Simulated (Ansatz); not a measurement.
Molecular dynamics of FH5OSeSi

Input file:

```yaml
crystal:
  periodic: [false, false, false]
  atoms:
    - { symbol: Si, position_ang: [-0.730738, 0.200101, -0.188612] }
    - { symbol: F, position_ang: [1.121747, 0.684541, -0.680785] }
    - { symbol: H, position_ang: [-1.143295, 0.286081, -1.62088] }
    - { symbol: H, position_ang: [-1.77069, -0.552273, 0.582995] }
    - { symbol: O, position_ang: [-0.707518, 1.573979, 0.780666] }
    - { symbol: H, position_ang: [1.456981, -0.487689, -0.523784] }
    - { symbol: Se, position_ang: [0.773838, -2.014991, -0.183] }
    - { symbol: H, position_ang: [0.008242, 2.197241, 0.548039] }
    - { symbol: H, position_ang: [0.991534, -1.886988, 1.28536] }
basis:
  gaussian: { orbitals: def2-SVP }
hamiltonian:
  xc: blyp
  dispersion: d4
md:
  timestep: 0.5
  n_steps: 200
  ensemble: nve
  temperature: 300.0
  initial_velocities: maxwell_boltzmann
  seed: 11671
```

Launched with:

```bash
$ ansatz run input.yaml --threads 2 --pin off --max-ram 3072MiB --backend cpu --events-out ev --progress --plain --runs-dir out
```

It starts at the highest image of a converged band, a first-order saddle point between two minima.

Output, in part (step lines, the closing report, with atoms numbered from 0):

```
md step     0: t =     0.00 fs  T =   300.0 K  F+E_penalty+E_count = -78059.60435857 eV  E_kin = 0.271446 eV  conserved = -78059.33291257 eV  (29 SCF iters)
[... lines left out ...]
Total energy: -78060.61402742 eV, -2868.6746541230 hartree
Atom 0 at    -0.884458     1.149104    -0.100074 Å, force     1.761777    -1.745506    -0.009371 eV/Å
Atom 1 at     0.747488     1.002400    -0.678877 Å, force    -2.276937     0.633655     1.060477 eV/Å
Atom 2 at    -1.701451     0.960510    -1.335679 Å, force    -0.132976     0.435764    -0.095965 eV/Å
Atom 3 at    -1.186677    -0.029558     0.828432 Å, force     0.446883     0.388688    -0.352202 eV/Å
Atom 4 at    -1.263337     2.480431     0.853190 Å, force    -0.296327     0.376158    -1.059842 eV/Å
Atom 5 at    -0.401778    -2.900441    -0.167653 Å, force     0.392922     0.059866    -0.042975 eV/Å
Atom 6 at     1.076911    -2.602187    -0.237624 Å, force    -0.435165    -0.103435    -0.002038 eV/Å
Atom 7 at    -1.851855     3.091196     0.339951 Å, force     0.513062    -0.076795     0.467139 eV/Å
Atom 8 at     1.099287    -2.381220     1.232239 Å, force     0.026761     0.031606     0.034777 eV/Å
Dipole moment:    -0.520345     0.212334    -0.016629 e Å
```

The steps, from the saved trajectory:

| time (fs) | T (K) | potential energy less start (eV) | conserved less start (meV/atom) |
| --- | --- | --- | --- |
| 0.0 | 300 | 0.000 | 0.00 |
| 3.0 | 218 | 0.075 | 0.08 |
| 6.0 | 209 | 0.082 | 0.04 |
| 9.0 | 176 | 0.112 | 0.05 |
| 12.0 | 169 | 0.120 | 0.09 |
| 15.0 | 304 | -0.003 | 0.04 |
| 18.0 | 398 | -0.089 | 0.05 |
| 21.0 | 541 | -0.217 | 0.05 |
| 24.0 | 680 | -0.344 | 0.03 |
| 27.0 | 752 | -0.409 | 0.05 |
| 30.0 | 879 | -0.524 | 0.04 |
| 33.0 | 931 | -0.571 | 0.02 |
| 36.0 | 913 | -0.555 | 0.05 |
| 39.0 | 941 | -0.580 | 0.05 |
| 42.0 | 984 | -0.619 | 0.07 |
| 45.0 | 1166 | -0.784 | 0.01 |
| 48.0 | 1276 | -0.882 | 0.04 |
| 51.0 | 1323 | -0.925 | 0.05 |
| 54.0 | 1355 | -0.955 | 0.01 |
| 57.0 | 1283 | -0.889 | 0.08 |
| 60.0 | 1347 | -0.946 | 0.06 |
| 63.0 | 1461 | -1.051 | 0.02 |
| 66.0 | 1568 | -1.147 | 0.07 |
| 69.0 | 1708 | -1.274 | 0.00 |
| 72.0 | 1645 | -1.217 | 0.03 |
| 75.0 | 1558 | -1.138 | 0.05 |
| 78.0 | 1485 | -1.072 | 0.05 |
| 81.0 | 1490 | -1.076 | 0.06 |
| 84.0 | 1624 | -1.198 | 0.01 |
| 87.0 | 1619 | -1.193 | 0.05 |
| 90.0 | 1601 | -1.177 | 0.01 |
| 93.0 | 1495 | -1.081 | 0.04 |
| 96.0 | 1374 | -0.971 | 0.09 |
| 99.0 | 1415 | -1.009 | 0.02 |

All steps were run. The conserved energy stayed within 0.1 meV per atom of its start (net change 0.042 meV per atom), so the integration is sound. The system heated up, since it started high on the potential surface and ran downhill. A run of 0.1 ps of so small a system gives no equilibrium averages. The orbitals stay closed-shell, which can raise the energy where a bond breaks towards radicals; this wasn't checked here.

The step under study would form Si1–Se7, F2–H6 and break Si1–F2, H6–Se7. These pairs go: Si1–Se7 2.68 → 4.24 Å, F2–H6 1.23 → 4.10 Å, Si1–F2 1.98 → 1.74 Å, H6–Se7 1.71 → 1.51 Å. In the last frame they stand as before the step (other bonds may differ from the relaxed reactants and products). It ends as FH3OSi + H2Se. Pairs count as bonded within 1.25 times the sum of covalent radii (0.12 Å more for H–H).

Last frame:

```xyz
9
Properties=species:S:1:pos:R:3
Si -0.884 1.149 -0.100
F 0.748 1.002 -0.679
H -1.702 0.961 -1.336
H -1.187 -0.030 0.828
O -1.263 2.480 0.853
H -0.402 -2.900 -0.168
Se 1.077 -2.602 -0.238
H -1.852 3.091 0.340
H 1.099 -2.381 1.232
```

The run took 6.1 min on 2 threads of Intel(R) Xeon(R) Platinum 8259CL CPU @ 2.50GHz (Skylake/Cascade Lake), with other jobs on the host, peak memory 0.18 GiB.
